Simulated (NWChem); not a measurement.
The numbers come from NWChem runs, not from measurements. System: OPb, charge 0, spin multiplicity 1, at a geometry optimised with PBE/def2-SVP with def2 effective core potentials on Pb. The structure started from a generated list of species. Level: B3LYP/def2-TZVP with def2 effective core potentials on Pb, VWN1-RPA local correlation.

Job file:

```
start mol
memory heap 200 mb stack 900 mb global 1100 mb
geometry units angstroms nocenter noautoz
  Pb     0.000000     0.000000     0.174633
  O      0.000000     0.000000    -1.789987
  symmetry group C2v
end
basis spherical
  * library def2-tzvp
end
ecp
  Pb library def2-ecp
end
dft
  xc b3lyp
  semidirect memsize 60000000 filesize 0
  iterations 100
end
task dft energy
```

Part of the output:

```
             Northwest Computational Chemistry Package (NWChem) 7.3.0
             --------------------------------------------------------

                                NWChem Input Module
                                -------------------

 Scaling coordinates for geometry "geometry" by  1.889725989
 (inverse scale =  0.529177249)

 Turning off AUTOSYM since
 SYMMETRY directive was detected!

                             Geometry "geometry" -> ""
                             -------------------------

 Output coordinates in angstroms (scale by  1.889725989 to convert to a.u.)

  No.       Tag          Charge          X              Y              Z
 ---- ---------------- ---------- -------------- -------------- --------------
    1 Pb                  82.0000     0.00000000     0.00000000     0.17463300
    2 O                    8.0000     0.00000000     0.00000000    -1.78998700

 Effective nuclear repulsion energy (a.u.)     176.6958879294

            Nuclear Dipole moment (a.u.)
            ----------------------------
        X                 Y               Z
 ---------------- ---------------- ----------------
     0.0000000000     0.0000000000     0.0000188973

      Symmetry information
      --------------------

 Group name             C2v
 Group number             16
 Group order               4
 No. of unique centers     2

      Symmetry unique atoms

     1    2


 Summary of "ao basis" -> "" (spherical)
 ------------------------------------------------------------------------------
       Tag                 Description            Shells   Functions and Types
 ---------------- ------------------------------  ------  ---------------------
 *                         def2-tzvp                  on all atoms

                                 NWChem DFT Module
                                 -----------------

 Summary of "ao basis" -> "ao basis" (spherical)
 ------------------------------------------------------------------------------
       Tag                 Description            Shells   Functions and Types
 ---------------- ------------------------------  ------  ---------------------
 Pb                        def2-tzvp                16       50   6s5p3d2f
 O                         def2-tzvp                11       31   5s3p2d1f

 Summary of "ao basis" -> "ao basis" (spherical)
 ------------------------------------------------------------------------------
       Tag                 Description            Shells   Functions and Types
 ---------------- ------------------------------  ------  ---------------------
 Pb                        def2-tzvp                16       50   6s5p3d2f
 O                         def2-tzvp                11       31   5s3p2d1f

      Symmetry analysis of basis
      --------------------------

        a1         35
        a2          8
        b1         19
        b2         19

            General Information
            -------------------
          SCF calculation type: DFT
          Wavefunction type:  closed shell.
          No. of atoms     :     2
          No. of electrons :    30
           Alpha electrons :    15
            Beta electrons :    15
          Charge           :     0
          Spin multiplicity:     1
          Use of symmetry is: on ; symmetry adaption is: on
          Maximum number of iterations: 100
          AO basis - number of functions:    81
                     number of shells:    27
          Convergence on energy requested:  1.00D-06
          Convergence on density requested:  1.00D-05
          Convergence on gradient requested:  5.00D-04

              XC Information
              --------------
                         B3LYP Method XC Potential
                     Hartree-Fock (Exact) Exchange  0.200
                        Slater Exchange Functional  0.800 local
                    Becke 1988 Exchange Functional  0.720 non-local
              Lee-Yang-Parr Correlation Functional  0.810
                  VWN I RPA Correlation Functional  0.190 local

             Grid Information
             ----------------
          Grid used for XC integration:  medium
          Radial quadrature: Mura-Knowles
          Angular quadrature: Lebedev.
          Tag              B.-S. Rad. Rad. Pts. Rad. Cut. Ang. Pts.
          ---              ---------- --------- --------- ---------
          Pb                  1.80      123           8.0       590
          O                   0.60       49           8.0       434
          Grid pruning is: on
          Number of quadrature shells:   172
          Spatial weights used:  Erf1

          Convergence Information
          -----------------------
          Convergence aids based upon iterative change in
          total energy or number of iterations.
          Levelshifting, if invoked, occurs when the
          HOMO/LUMO gap drops below (HL_TOL):  1.00D-02
          DIIS, if invoked, will attempt to extrapolate
          using up to (NFOCK): 10 stored Fock matrices.

                    Damping( 0%)  Levelshifting(0.5)       DIIS
                  --------------- ------------------- ---------------
          dE  on:    start            ASAP                start
          dE off:    2 iters        100 iters           100 iters

      Screening Tolerance Information
      -------------------------------
          Density screening/tol_rho:  1.00D-10
          AO Gaussian exp screening on grid/accAOfunc:  14
          CD Gaussian exp screening on grid/accCDfunc:  20
          XC Gaussian exp screening on grid/accXCfunc:  20
          Schwarz screening/accCoul:  1.00D-08
[...]
      ------------------------------

 Total energy =    -266.337963
 1-e energy   =    -533.465032
 2-e energy   =     219.720856
 HOMO         =      -0.357349
 LUMO         =      -0.047872

      Symmetry analysis of molecular orbitals - initial
      -------------------------------------------------

 !! scf_movecs_sym_adapt:   54 vectors were symmetry contaminated

  Symmetry fudging

 !! scf_movecs_sym_adapt:   52 vectors were symmetry contaminated

  Numbering of irreducible representations:

     1 a1          2 a2          3 b1          4 b2

  Orbital symmetries:

     1 a1          2 a1          3 a1          4 b1          5 b2
     6 a1          7 b2          8 b1          9 a1         10 a2
    11 a1         12 a1         13 b1         14 b2         15 a1
    16 b1         17 b2         18 a1         19 b1         20 b2
    21 a1         22 a2         23 a1         24 a1         25 b1

------------------------------------------------------------
EAF file 0: "./mol.aoints.0" size=524288 bytes
------------------------------------------------------------
               write      read    awrite     aread      wait
               -----      ----    ------     -----      ----
     calls:        1         0         0         0         0
   data(b): 5.24e+05  0.00e+00  0.00e+00  0.00e+00
   time(s): 0.00e+00  0.00e+00  0.00e+00  0.00e+00  0.00e+00
rate(mb/s): 0.00e+00  0.00e+00
------------------------------------------------------------

 !! scf_movecs_sym_adapt:   38 vectors were symmetry contaminated

  Symmetry fudging

 !! scf_movecs_sym_adapt:   38 vectors were symmetry contaminated

   convergence    iter        energy       DeltaE   RMS-Dens  Diis-err    time
 ---------------- ----- ----------------- --------- --------- ---------  ------
 d= 0,ls=0.0,diis     1   -267.8889970596 -3.15D+02  5.21D-02  1.96D+00     1.4

 !! scf_movecs_sym_adapt:   38 vectors were symmetry contaminated

  Symmetry fudging

 !! scf_movecs_sym_adapt:   38 vectors were symmetry contaminated

 d= 0,ls=0.0,diis     2   -261.8196213771  6.07D+00  4.53D-02  2.49D+01     1.5

 !! scf_movecs_sym_adapt:   38 vectors were symmetry contaminated

  Symmetry fudging

 !! scf_movecs_sym_adapt:   38 vectors were symmetry contaminated

 d= 0,ls=0.0,diis     3   -268.1687914799 -6.35D+00  3.27D-03  1.04D-01     1.6

 !! scf_movecs_sym_adapt:   38 vectors were symmetry contaminated

  Symmetry fudging

 !! scf_movecs_sym_adapt:   38 vectors were symmetry contaminated

 d= 0,ls=0.0,diis     4   -268.1586268467  1.02D-02  1.37D-03  2.27D-01     1.6

 !! scf_movecs_sym_adapt:   38 vectors were symmetry contaminated

  Symmetry fudging

 !! scf_movecs_sym_adapt:   38 vectors were symmetry contaminated

 d= 0,ls=0.0,diis     5   -268.1757587974 -1.71D-02  6.47D-04  5.08D-02     1.7

 !! scf_movecs_sym_adapt:   38 vectors were symmetry contaminated

  Symmetry fudging

 !! scf_movecs_sym_adapt:   38 vectors were symmetry contaminated

  Resetting Diis
 d= 0,ls=0.0,diis     6   -268.1801740061 -4.42D-03  3.43D-04  1.05D-02     1.8

 !! scf_movecs_sym_adapt:   38 vectors were symmetry contaminated

  Symmetry fudging

 !! scf_movecs_sym_adapt:   38 vectors were symmetry contaminated

 d= 0,ls=0.0,diis     7   -268.1810764368 -9.02D-04  1.58D-03  2.64D-03     1.9

 !! scf_movecs_sym_adapt:   38 vectors were symmetry contaminated

  Symmetry fudging

 !! scf_movecs_sym_adapt:   38 vectors were symmetry contaminated

 d= 0,ls=0.0,diis     8   -268.1731799171  7.90D-03  1.28D-03  7.68D-02     1.9

 !! scf_movecs_sym_adapt:   38 vectors were symmetry contaminated

  Symmetry fudging

 !! scf_movecs_sym_adapt:   38 vectors were symmetry contaminated

 d= 0,ls=0.0,diis     9   -268.1813746910 -8.19D-03  4.44D-05  5.81D-05     2.0

 !! scf_movecs_sym_adapt:   38 vectors were symmetry contaminated

  Symmetry fudging

 !! scf_movecs_sym_adapt:   36 vectors were symmetry contaminated

 d= 0,ls=0.0,diis    10   -268.1813804939 -5.80D-06  1.20D-05  5.52D-06     2.1

 !! scf_movecs_sym_adapt:   38 vectors were symmetry contaminated

  Symmetry fudging

 !! scf_movecs_sym_adapt:   38 vectors were symmetry contaminated

 d= 0,ls=0.0,diis    11   -268.1813811256 -6.32D-07  1.74D-06  6.12D-08     2.1

         Total DFT energy =     -268.181381125627
      One electron energy =     -534.872340691520
           Coulomb energy =      243.934165434880
    Exchange-Corr. energy =      -24.649419703697
 Nuclear repulsion energy =       47.406213834709

 Numeric. integr. density =       30.000001465039

     Total iterative time =      1.5s

                  Occupations of the irreducible representations
                  ----------------------------------------------

                     irrep           alpha         beta
                     --------     --------     --------
                     a1                8.0          8.0
                     a2                1.0          1.0
                     b1                3.0          3.0
                     b2                3.0          3.0

                       DFT Final Molecular Orbital Analysis
                       ------------------------------------

 Vector   13  Occ=2.000000D+00  E=-2.615026D-01  Symmetry=a1
              MO Center=  3.2D-15, -4.1D-16, -9.3D-01, r^2= 2.8D+00
   Bfn.  Coefficient  Atom+Function         Bfn.  Coefficient  Atom+Function
  ----- ------------  ---------------      ----- ------------  ---------------
    58      0.395807  2 O  pz                 6     -0.340204  1 Pb s
    61      0.319985  2 O  pz                12      0.295315  1 Pb pz
    64      0.259768  2 O  pz                15     -0.243878  1 Pb pz
    18     -0.215017  1 Pb pz                 3      0.137903  1 Pb s
    24     -0.131613  1 Pb d  0               5     -0.093304  1 Pb s

 Vector   14  Occ=2.000000D+00  E=-2.590662D-01  Symmetry=b2
              MO Center=  5.6D-16, -6.9D-15, -1.4D+00, r^2= 1.5D+00
   Bfn.  Coefficient  Atom+Function         Bfn.  Coefficient  Atom+Function
  ----- ------------  ---------------      ----- ------------  ---------------
    57      0.418788  2 O  py                60      0.342210  2 O  py
    63      0.271652  2 O  py                17      0.198307  1 Pb py
    11     -0.187653  1 Pb py                14      0.150193  1 Pb py
    23      0.097524  1 Pb d -1              20      0.085192  1 Pb py
     8      0.039245  1 Pb py                33     -0.029968  1 Pb d -1

 Vector   15  Occ=2.000000D+00  E=-2.590662D-01  Symmetry=b1
              MO Center= -6.7D-15, -2.5D-16, -1.4D+00, r^2= 1.5D+00
   Bfn.  Coefficient  Atom+Function         Bfn.  Coefficient  Atom+Function
  ----- ------------  ---------------      ----- ------------  ---------------
    56      0.418788  2 O  px                59      0.342210  2 O  px
    62      0.271652  2 O  px                16      0.198307  1 Pb px
    10     -0.187653  1 Pb px                13      0.150193  1 Pb px
    25     -0.097524  1 Pb d  1              19      0.085192  1 Pb px
     7      0.039245  1 Pb px                35      0.029968  1 Pb d  1

 Vector   16  Occ=0.000000D+00  E=-9.451390D-02  Symmetry=b1
              MO Center= -4.5D-15, -6.4D-16,  5.2D-02, r^2= 4.0D+00
   Bfn.  Coefficient  Atom+Function         Bfn.  Coefficient  Atom+Function
  ----- ------------  ---------------      ----- ------------  ---------------
    16      0.497307  1 Pb px                10     -0.360633  1 Pb px
    19      0.355620  1 Pb px                13      0.282750  1 Pb px
    56     -0.222866  2 O  px                62     -0.205375  2 O  px
    59     -0.170906  2 O  px                35     -0.093969  1 Pb d  1
    25      0.075980  1 Pb d  1               7      0.074963  1 Pb px

 Vector   17  Occ=0.000000D+00  E=-9.451390D-02  Symmetry=b2
              MO Center= -4.0D-16, -5.8D-16,  5.2D-02, r^2= 4.0D+00
   Bfn.  Coefficient  Atom+Function         Bfn.  Coefficient  Atom+Function
  ----- ------------  ---------------      ----- ------------  ---------------
    17      0.497307  1 Pb py                11     -0.360633  1 Pb py
    20      0.355620  1 Pb py                14      0.282750  1 Pb py
    57     -0.222866  2 O  py                63     -0.205375  2 O  py
    60     -0.170906  2 O  py                33      0.093969  1 Pb d -1
    23     -0.075980  1 Pb d -1               8      0.074963  1 Pb py

 Vector   18  Occ=0.000000D+00  E=-4.878144D-03  Symmetry=a1
              MO Center= -4.4D-15, -1.1D-14,  4.2D-01, r^2= 6.9D+00
   Bfn.  Coefficient  Atom+Function         Bfn.  Coefficient  Atom+Function
  ----- ------------  ---------------      ----- ------------  ---------------
    21      0.925575  1 Pb pz                 5     -0.289118  1 Pb s
    34      0.228296  1 Pb d  0              24     -0.176653  1 Pb d  0
    58      0.175137  2 O  pz                12     -0.168202  1 Pb pz
    15      0.166441  1 Pb pz                61      0.157258  2 O  pz
     3      0.152529  1 Pb s                 55      0.138832  2 O  s

 center of mass
 --------------
 x =   0.00000000 y =   0.00000000 z =   0.06487391

 moments of inertia (a.u.)
 ------------------
         204.719065377984           0.000000000000           0.000000000000
           0.000000000000         204.719065377984           0.000000000000
           0.000000000000           0.000000000000           0.000000000000

     Multipole analysis of the density
     ---------------------------------

     L   x y z        total         alpha         beta         nuclear
     -   - - -        -----         -----         ----         -------
     0   0 0 0     -0.000000    -15.000000    -15.000000     30.000000

     1   1 0 0      0.000000      0.000000      0.000000      0.000000
     1   0 1 0     -0.000000     -0.000000     -0.000000      0.000000
     1   0 0 1      1.933953     10.867223     10.867223    -19.800492

     2   2 0 0    -22.519164    -11.259582    -11.259582      0.000000
     2   1 1 0     -0.000000     -0.000000     -0.000000      0.000000
     2   1 0 1     -0.000000     -0.000000     -0.000000      0.000000
     2   0 2 0    -22.519164    -11.259582    -11.259582      0.000000
     2   0 1 1     -0.000000     -0.000000     -0.000000      0.000000
     2   0 0 2    -31.422363    -62.676667    -62.676667     93.930971

 Task  times  cpu:        2.1s     wall:        2.1s

 Total times  cpu:        2.1s     wall:        2.1s
```
